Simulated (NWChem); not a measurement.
Species: CdHSeF; SMILES [F][Cd][SeH]

```xyz
4

Cd    -0.0102     0.7370    -0.0013
F     -0.0042     2.6719     0.0040
Se    -0.0270    -1.6967     0.0007
H      1.4462    -1.7376     0.0003
```
Atoms are numbered in this order, from 1.

Computed with NWChem. All runs use the structure optimised with PBE0/def2-SVP (def2 core potentials past Kr).

For level TPSS/3-21G, non-relativistic:

```yaml
highest occupied level (eV): -5.87
orbital gap (eV): 3.63
dipole (D): 0.79
```

Task: What are these values for level TPSS/STO-3G, non-relativistic?

Result: The highest occupied level (eV) comes out as -1.91 and the orbital gap (eV) is 4.98. The dipole (D) comes out as 1.74.
